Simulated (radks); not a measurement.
All-electron atom: F in [He] 2s2 2p5. Method: Dirac Kohn-Sham, BLYP, spin-unpolarised, spherical densities, finite nucleus; open shells fill j = l - 1/2 first; Fermi nuclear charge, rms radius 2.8976 fm; computed with a radial shooting solver on a logarithmic mesh with Libxc functionals.

Radial electron density D(r) = 4 pi r^2 rho(r):

r (bohr),D(r) (e/bohr)
0.005578,0.1615
0.006867,0.2390
0.008523,0.3570
0.01049,0.5218
0.01302,0.7671
0.01604,1.100
0.01974,1.559
0.0245,2.202
0.03017,3.012
0.03744,4.068
0.0461,5.277
0.05721,6.660
0.07044,7.975
0.08673,9.060
0.1076,9.671
0.1325,9.534
0.1645,8.572
0.2025,7.068
0.2493,5.484
0.3094,4.376
0.381,4.209
0.4729,4.872
0.5822,5.754
0.7168,6.195
0.8896,5.775
1.095,4.620
1.359,3.105
1.674,1.801
2.077,0.8615
2.558,0.3555
3.149,0.1210
3.908,0.03058

D(r) has 2 maxima, at r = 0.116, 0.728 bohr, and minima at 0.357 bohr, inside which lie 2.22 electrons.
